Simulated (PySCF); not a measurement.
Molfile (atoms numbered from 1):
```
C4H10ClFSi
     RDKit          3D

 17 16  0  0  0  0  0  0  0  0999 V2000
   -0.8592   -0.6171   -1.5461 C   0  0  0  0  0  0  0  0  0  0  0  0
    0.0669   -0.0594   -0.0282 Si  0  0  0  0  0  4  0  0  0  0  0  0
    1.5692    0.9643   -0.4534 C   0  0  0  0  0  0  0  0  0  0  0  0
    0.5151   -1.5023    1.0720 C   0  0  0  0  0  0  0  0  0  0  0  0
   -1.1122    1.0536    0.9944 C   0  0  2  0  0  0  0  0  0  0  0  0
   -2.2200    0.3454    1.3950 F   0  0  0  0  0  0  0  0  0  0  0  0
   -1.6503    2.4541    0.0230 Cl  0  0  0  0  0  0  0  0  0  0  0  0
   -1.7757   -1.1438   -1.2700 H   0  0  0  0  0  0  0  0  0  0  0  0
   -1.1326    0.2356   -2.1708 H   0  0  0  0  0  0  0  0  0  0  0  0
   -0.2447   -1.2961   -2.1434 H   0  0  0  0  0  0  0  0  0  0  0  0
    2.1148    1.2659    0.4445 H   0  0  0  0  0  0  0  0  0  0  0  0
    2.2556    0.3924   -1.0832 H   0  0  0  0  0  0  0  0  0  0  0  0
    1.2838    1.8670   -0.9978 H   0  0  0  0  0  0  0  0  0  0  0  0
   -0.3756   -2.0612    1.3682 H   0  0  0  0  0  0  0  0  0  0  0  0
    1.1859   -2.1894    0.5489 H   0  0  0  0  0  0  0  0  0  0  0  0
    1.0244   -1.1676    1.9793 H   0  0  0  0  0  0  0  0  0  0  0  0
   -0.6593    1.4839    1.8910 H   0  0  0  0  0  0  0  0  0  0  0  0
  1  2  1  0
  2  3  1  0
  2  4  1  0
  2  5  1  0
  5  6  1  0
  5  7  1  0
  1  8  1  0
  1  9  1  0
  1 10  1  0
  3 11  1  0
  3 12  1  0
  3 13  1  0
  4 14  1  0
  4 15  1  0
  4 16  1  0
  5 17  1  1
M  END
```

Geometry: PBE0-D3(BJ)/def2-TZVP; GIAO absolute shieldings from PySCF 2.14, gas phase, non-relativistic, averaged over equivalent atoms.

At KT3/pcSseg-2 (406 basis functions, 2.3 min wall time (4.5 min CPU) on 2 threads of an AMD EPYC, shared host):
| atoms | σ (ppm) |
| --- | --- |
| C5 | 70.5 |
| C1/C3/C4 | 187.7 |
| Si2 | 357.5 |
| F6 | 342.1 |
| Cl7 | 741.0 |
| H17 | 25.14 |
| H8/H9/H10/H11/H12/H13/H14/H15/H16 | 31.46 |

Q: What do these become at PBE0/pcSseg-2?

A: 
```json
{"atoms": "C5", "σ at PBE0/pcSseg-2": "74.5", "change": "+4.0"}
{"atoms": "C1/C3/C4", "σ at PBE0/pcSseg-2": "190.9", "change": "+3.2"}
{"atoms": "Si2", "σ at PBE0/pcSseg-2": "338.1", "change": "-19.4"}
{"atoms": "F6", "σ at PBE0/pcSseg-2": "363.8", "change": "+21.7"}
{"atoms": "Cl7", "σ at PBE0/pcSseg-2": "750.9", "change": "+9.9"}
{"atoms": "H17", "σ at PBE0/pcSseg-2": "25.32", "change": "+0.18"}
{"atoms": "H8/H9/H10/H11/H12/H13/H14/H15/H16", "σ at PBE0/pcSseg-2": "31.36", "change": "-0.10"}
```

The largest change is at F6 (fluorine on an sp3 carbon). Cost: 406 basis functions, 2.6 min wall time (4.8 min CPU) on 2 threads of an AMD EPYC, shared host.

Carbons that carry Cl, above all several Cl atoms, come out too deshielded, partly because spin–orbit coupling is missing.
